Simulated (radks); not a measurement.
The mercury ion Hg+, 79 electrons, occupied as [Xe] 4f14 5d10 6s1. Method: scalar-relativistic Kohn-Sham, LB94 model potential, spin-polarised, spherical densities, finite nucleus; open shells are filled with parallel spins first (spin-orbit coupling, left out, can overturn this in heavy ions); Fermi nuclear charge, rms radius 5.4648 fm; computed with a radial shooting solver on a logarithmic mesh with Libxc functionals.

Unscreened Slater integrals over Kohn-Sham orbitals (hartree). They are taken over the spin-up orbitals.

F0(6s,6s): 0.37231
F0(6s,5d): 0.43865
G2(6s,5d): 0.10561
F0(6s,5p): 0.46216
G1(6s,5p): 0.034132
F0(6s,4f): 0.48912
G3(6s,4f): 0.012876
F0(5d,5d): 0.62246
F2(5d,5d): 0.31958
F4(5d,5d): 0.21078
F0(5d,5p): 0.71500
F2(5d,5p): 0.34959
G1(5d,5p): 0.41966
G3(5d,5p): 0.25906
F0(5d,4f): 0.81339
F2(5d,4f): 0.18562
F4(5d,4f): 0.085473
G1(5d,4f): 0.056685
G3(5d,4f): 0.054775
G5(5d,4f): 0.044227
F0(5p,5p): 0.86968
F2(5p,5p): 0.46664
F0(5p,4f): 1.0756
F2(5p,4f): 0.33228
G2(5p,4f): 0.12089
G4(5p,4f): 0.10391
F0(4f,4f): 1.9030
F2(4f,4f): 0.95007
F4(4f,4f): 0.60606
F6(4f,4f): 0.43899
